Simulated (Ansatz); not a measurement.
## One elementary step

Start structure (SiH2F3, doublet), relaxed at PBE0-D4/def2-TZVP:

H1  (-2.127, -0.772, 1.043)
H2  (-2.760, -1.005, 1.363)
Si3  (0.859, 0.314, -0.427)
F4  (1.634, 1.287, 0.547)
F5  (0.590, 1.088, -1.779)
F6  (1.804, -0.912, -0.747)
(Å)

The step: SiF₃ ([F][Si]([F])[F]) + H₂ → SiHF₃ ([F][SiH]([F])[F]) + H; bonds formed: H1–Si3; bonds broken: H1–H2. Program: Ansatz 0.2.0. Basis: def2-TZVPP and def2-QZVPP. Cores are frozen in the correlated methods; orbitals are unrestricted. Extrapolation: Hartree–Fock as exp(−7.88 √X), correlation as X^−2.97. Energies below are by CCSD(T) at an estimated basis limit (MP2 extrapolated from triple and quadruple zeta, plus CCSD(T) − MP2 in triple zeta).

(1) What are the electronic barrier and the energy of the step, from the start structure to the end structure? (An estimate is asked for; the value comes from the calculation.)

The T1 diagnostic stays at or below 0.014. ⟨S²⟩ of the unrestricted Hartree–Fock references: 0.75 to 0.77 (a pure state has 0.75).

Results:

(1) By the calculation: Barrier 55.2 kJ/mol; step energy 15.2 kJ/mol (uphill); reverse barrier, their difference, 40.1 kJ/mol. Barrier and step energy count from the start structure, the reverse barrier from the end structure.

The saddle point: One imaginary mode of 1154i cm⁻¹.
```tsv
pair	start (Å)	saddle (Å)	end (Å)
H1–Si3	3.50	1.61	1.46
H1–H2	0.75	1.09	3.03
```

Zero-point energy (harmonic, PBE0-D4): ZPE is 50.7 kJ/mol at the start and 43.1 kJ/mol at the saddle, so the barrier goes from 55.2 to 47.7 kJ/mol.

Radical steps of this kind take place in plasma deposition and etching.

Labels in which every atom is bracketed show which atoms are joined, not bond orders.

For scale, one of the runs: CCSD(T)/def2-TZVPP, 163 basis functions (an equivalent command: `ansatz run in.yaml --threads 4`). The run took 2.4 min on 4 CPU threads (shared host), with 3.4 GiB of host memory at its peak.
